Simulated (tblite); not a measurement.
Problem. What does the GFN2-xTB structure of `NC(=O)[Si@@H]1C[C@@H](CO)O1` look like in three dimensions?

Solution. 
Z-matrix in Å and degrees, rows numbered from 1:
```
N 
C   1  1.3503
O   2  1.2146  1  122.32
Si  2  1.9143  1  116.22  3  -179.63
C   4  1.9050  2  122.34  1    69.69
C   5  1.5318  4   84.01  2  -113.68
C   6  1.5254  5  113.67  4  -109.21
O   7  1.4010  6  111.92  5    55.66
O   6  1.4362  5  100.19  4     7.46
H   1  1.0046  2  120.61  3  -172.71
H   1  1.0093  2  119.58  3    -4.09
H   4  1.4586  2  110.83  1  -147.58
H   5  1.0852  4  118.38  2    -0.59
H   5  1.0839  4  116.83  2   133.57
H   6  1.0932  5  114.70  4   123.59
H   7  1.0992  6  109.17  5   178.63
H   7  1.0922  6  109.36  5   -62.33
H   8  0.9640  7  107.63  6    61.49
```

The 3 C–O bonds span 1.215 Å (C2=O3, drawn double) to 1.436 Å (C6–O9, drawn single), a spread of 0.221 Å. The 4-membered ring Si4–C5–C6–O9 has internal angles of 78.8° to 100.2°; it is slightly puckered (a soft mode that the optimisation may not have finished), 0.05 Å rms from its mean plane, widest ring torsion 9°. O8 (alcohol oxygen) is bent (angle 107.6°). Of the pairs four or more bonds apart, Si4···H18 is among the closest relative to their van der Waals radii: 2.93 Å, 89 % of the sum of Bondi's values.

Structure optimised with GFN2-xTB, isolated species.

Point group: C1 (no symmetry element, even within 0.4 Å). Its GFN2-xTB frequencies are all real (lowest 37 cm⁻¹). The numbers are those of one conformer (H–N1–C2–O3 -173° and -4°, N1–C2–Si4–C5 70°, C5–C6–C7–O8 56°, C6–C7–O8–H 61°, C2–Si4–C5–C6 -114°, Si4–C5–C6–C7 -109°, C5–C6–O9–Si4 -9°, C2–Si4–O9–C6 127°). 3 starts were optimised and ended at 0.00, 0.29 and 4.68 kcal/mol (GFN2-xTB); the lowest of these is shown.

The run took 3.6 s of wall time on one thread of an Intel Xeon at 2.50 GHz, no GPU, shared host. This is the geometry optimisation.

The numbers are calculated, not measured.
